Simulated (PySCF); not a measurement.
Isomers of C6H14Si3, mass 170.040 u with the commonest isotopes. The calculation used PBE0/pcSseg-1 in PySCF (dipole) on a GFN2-xTB geometry, gas phase. One conformer each, none proved a minimum here; rigid rotors.

Task: Order these by rotational constant A, smallest first.
A. `[CH:1]#[C:2][SiH2:3][Si@H:4]1[CH2:5][C@@H:6]([CH2:7][SiH3:8])[CH2:9]1` with C2–Si3–Si4–C5 -40°, C5–C6–C7–Si8 179°, Si3–Si4–C5–C6 123°, Si4–C5–C6–C7 -134°, C5–C6–C9–Si4 11°, Si3–Si4–C9–C6 -125°
B. `[CH3:1][Si@H:2]([C:3]#[C:4][CH:5]1[CH2:6][CH2:7]1)[SiH2:8][SiH3:9]` with C1–Si2–Si8–Si9 97°
C. `[CH2:1]=[CH:2][CH2:3][C:4]#[C:5][Si@H:6]([CH3:7])[SiH2:8][SiH3:9]` with C1–C2–C3–C4 -119°, C5–Si6–Si8–Si9 12°
D. `[CH2:1]=[CH:2][SiH2:3][C@@H:4]([SiH3:5])[SiH2:6][C:7]#[C:8][CH3:9]` with C1–C2–Si3–C4 19°, C2–Si3–C4–Si5 65°, Si3–C4–Si6–C7 61°
E. `[CH:1]#[C:2][Si@@H:3]([CH:4]=[CH2:5])[C@@H:6]([SiH3:7])[SiH2:8][CH3:9]` with C2–Si3–C4–C5 -140°, C2–Si3–C6–Si7 166°, Si3–C6–Si8–C9 55°
F. `[CH3:1][C:2]#[C:3][Si@@H:4]1[CH2:5][C@@H:6]([CH2:7][SiH3:8])[SiH2:9]1` with C5–C6–C7–Si8 -173°, C3–Si4–C5–C6 -103°, Si4–C5–C6–C7 -142°, C5–C6–Si9–Si4 13°, C3–Si4–Si9–C6 99°
G. `[CH2:1]=[C:2]([CH3:3])[C:4]1=[CH:5][SiH2:6][C:7]1([SiH3:8])[SiH3:9]` with C1–C2–C4–C5 180°

Result: E (942.9 MHz), C (1047 MHz), B (1086 MHz), G (1151 MHz), D (1193 MHz), A (1489 MHz), F (2085 MHz).

Task: Order these by radius of gyration √(Σ m r²/M), largest first.
A. `[CH3:1][Si@H:2]([C:3]#[C:4][CH:5]1[CH2:6][CH2:7]1)[SiH2:8][SiH3:9]` with C1–Si2–Si8–Si9 97°
B. `[CH2:1]=[C:2]([CH3:3])[C:4]1=[CH:5][SiH2:6][C:7]1([SiH3:8])[SiH3:9]` with C1–C2–C4–C5 180°
C. `[SiH3:1][C:2]1([SiH3:3])[SiH2:4][CH:5]=[C:6]1[CH:7]1[CH2:8][CH2:9]1` with C5–C6–C7–C8 35°
D. `[CH3:1][C:2]#[C:3][Si@@H:4]1[CH2:5][C@@H:6]([CH2:7][SiH3:8])[SiH2:9]1` with C5–C6–C7–Si8 -173°, C3–Si4–C5–C6 -103°, Si4–C5–C6–C7 -142°, C5–C6–Si9–Si4 13°, C3–Si4–Si9–C6 99°
E. `[CH:1]#[C:2][Si@@H:3]([CH:4]=[CH2:5])[C@@H:6]([SiH3:7])[SiH2:8][CH3:9]` with C2–Si3–C4–C5 -140°, C2–Si3–C6–Si7 166°, Si3–C6–Si8–C9 55°
F. `[CH2:1]=[CH:2][SiH2:3][C@@H:4]([SiH3:5])[SiH2:6][C:7]#[C:8][CH3:9]` with C1–C2–Si3–C4 19°, C2–Si3–C4–Si5 65°, Si3–C4–Si6–C7 61°

Result: D (2.959 Å), F (2.770 Å), A (2.737 Å), E (2.439 Å), C (2.301 Å), B (2.260 Å).

Task: Order these by rotational constant C, smallest first.
A. `[CH2:1]=[C:2]([CH3:3])[C:4]1=[CH:5][SiH2:6][C:7]1([SiH3:8])[SiH3:9]` with C1–C2–C4–C5 180°
B. `[CH:1]#[C:2][Si@@H:3]([CH:4]=[CH2:5])[C@@H:6]([SiH3:7])[SiH2:8][CH3:9]` with C2–Si3–C4–C5 -140°, C2–Si3–C6–Si7 166°, Si3–C6–Si8–C9 55°
C. `[CH3:1][C:2]#[C:3][Si@@H:4]1[CH2:5][C@@H:6]([CH2:7][SiH3:8])[SiH2:9]1` with C5–C6–C7–Si8 -173°, C3–Si4–C5–C6 -103°, Si4–C5–C6–C7 -142°, C5–C6–Si9–Si4 13°, C3–Si4–Si9–C6 99°
D. `[CH2:1]=[CH:2][SiH2:3][C@@H:4]([SiH3:5])[SiH2:6][C:7]#[C:8][CH3:9]` with C1–C2–Si3–C4 19°, C2–Si3–C4–Si5 65°, Si3–C4–Si6–C7 61°
E. `[CH3:1][Si@H:2]([C:3]#[C:4][CH:5]1[CH2:6][CH2:7]1)[SiH2:8][SiH3:9]` with C1–Si2–Si8–Si9 97°
F. `[SiH3:1][C:2]1([SiH3:3])[SiH2:4][CH:5]=[C:6]1[CH:7]1[CH2:8][CH2:9]1` with C5–C6–C7–C8 35°

Result: C (365.4 MHz), D (407.5 MHz), E (419.0 MHz), B (585.3 MHz), F (709.2 MHz), A (724.8 MHz).

| SMILES | point group | Ia (u·Å²) | Ib (u·Å²) | Ic (u·Å²) | κ | μa (D) | μb (D) | μc (D) |
| --- | --- | --- | --- | --- | --- | --- | --- | --- |
| C=C[SiH2][C@@H]([SiH3])[SiH2]C#CC | C1 | 423.52 | 945.33 | 1240.23 | -0.68 | 0.92 | 1.44 | 0.87 |
| CC#C[Si@@H]1C[C@@H](C[SiH3])[SiH2]1 | C1 | 242.35 | 1352.42 | 1383.11 | -0.99 | 1.32 | 0.73 | 0.42 |
| C=CCC#C[Si@H](C)[SiH2][SiH3] | C1 | 482.60 | 893.51 | 1245.49 | -0.50 | 0.81 | 0.41 | 0.41 |
| C[Si@H](C#CC1CC1)[SiH2][SiH3] | C1 | 465.34 | 875.60 | 1206.06 | -0.53 | 1.12 | 0.00 | 0.53 |
| C#C[SiH2][Si@H]1C[C@@H](C[SiH3])C1 | C1 | 339.31 | 1017.81 | 1203.59 | -0.86 | 0.02 | 0.07 | 0.53 |
| [SiH3]C1([SiH3])[SiH2]C=C1C1CC1 | Cs | 417.55 | 670.00 | 712.56 | -0.82 | 1.14 | 0.21 | 0.00 |
| C=C(C)C1=C[SiH2]C1([SiH3])[SiH3] | Cs | 438.90 | 600.65 | 697.22 | -0.45 | 0.93 | 0.72 | 0.00 |
| C#C[Si@@H](C=C)[C@@H]([SiH3])[SiH2]C | C1 | 535.97 | 623.84 | 863.47 | 0.26 | 0.76 | 0.25 | 0.16 |
